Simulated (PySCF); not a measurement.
## Electron affinity of Sn by level of theory

Sn⁻ [Kr] 4d10 5s2 5p3 (4S) → Sn [Kr] 4d10 5s2 5p2 (3P), as a difference of total energies. All numbers are calculated (PySCF 2.14, no relativity, point nucleus, in dyall-av2z). Correlated levels: valence: [Kr] 4d10 frozen; virtual orbitals above 40 to 60 times the deepest correlated orbital energy dropped. The calculations carry no spin-orbit coupling.

| method | electron affinity (eV) |
| --- | --- |
| UHF | 1.060 |
| LDA | 1.628 |
| PBE | 1.508 |
| PBE0 | 1.516 |
| r2SCAN | 1.613 |
| TPSS | 1.492 |
| M06-2X | 1.399 |
| B97-3 | 1.323 |
| MP2 (valence) | 1.392 |
| SCS-MP2 (valence) | 1.269 |

Question: How much does correlation contribute at MP2 (valence)?

Answer: 1.392 − (1.060) = 0.332 eV, measured against UHF.

A first-order spin-orbit estimate (lowest level to lowest level, LS coupling) adds -0.204 eV.

These non-relativistic numbers lack the scalar-relativistic shift.

In the anion the highest occupied orbital energy is positive at LDA, PBE, PBE0, r2SCAN, TPSS, B97-3, a self-interaction effect; the basis confines that electron, and the energy difference can still be sensible.

For comparison: 1.112 eV (measured; photodetachment measurements, as compiled on the Wikipedia data page of electron affinities).
